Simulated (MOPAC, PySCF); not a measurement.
H2Br2S2Si, SMILES `S[Si](S)(Br)Br` (H–S–Si–Br torsion 41°, Br–Si–S–H torsion 62°), neutral singlet in the gas phase. 

Z-matrix (Å, degrees):
```
Si
S 1 2.1217
H 2 1.3464 1 93.64
S 1 2.1256 2 108.33 3 -59.39
H 4 1.3454 1 94.48 2 164.96
Br 1 2.2232 2 105.16 3 179.41
Br 1 2.2305 2 113.12 3 61.91
```
Charge 0, multiplicity 1.

All levels are single points at this geometry (B3LYP-D3(BJ)/def2-TZVP); Pople sets use spherical d functions. Orbital energies aren't observables, and empty levels follow the basis.

| level | HOMO (eV) | LUMO (eV) | gap (eV) | dipole (D) | vertical IE, Delta-SCF (eV) |
|---|---|---|---|---|---|
| B3LYP-D3(BJ)/def2-TZVP in PySCF | -7.69 | -1.45 | 6.24 | 1.25 | 9.63 |
| B3LYP/3-21G in PySCF | -7.84 | -1.60 | 6.24 | 1.76 | – |
| B3LYP/6-311+G** (LANL2DZ on Br) in PySCF | -7.84 | -1.66 | 6.18 | 1.57 | – |
| B3LYP/6-31G* in PySCF | -7.72 | -1.53 | 6.19 | 1.48 | 9.70 |
| B3LYP/LANL2DZ in PySCF | -8.03 | -1.91 | 6.12 | 1.88 | – |
| BP86/6-31G* in PySCF | -6.85 | -2.30 | 4.55 | 1.48 | – |
| PBE/6-31G* in PySCF | -6.75 | -2.19 | 4.56 | 1.48 | – |
| SVWN5/6-31G* in PySCF | -6.86 | -2.40 | 4.46 | 1.57 | 9.44 |
| HF/3-21G in PySCF | -11.23 | 1.97 | 13.20 | 1.92 | – |
| HF/STO-3G in PySCF | -8.04 | 6.69 | 14.73 | 1.97 | – |
| AM1 in MOPAC | -10.44 | -2.87 | 7.57 | 1.85 | – |
| PM3 in MOPAC | -10.38 | -3.25 | 7.13 | 2.81 | – |
| PM7 in MOPAC | -9.81 | -1.99 | 7.81 | 1.73 | – |
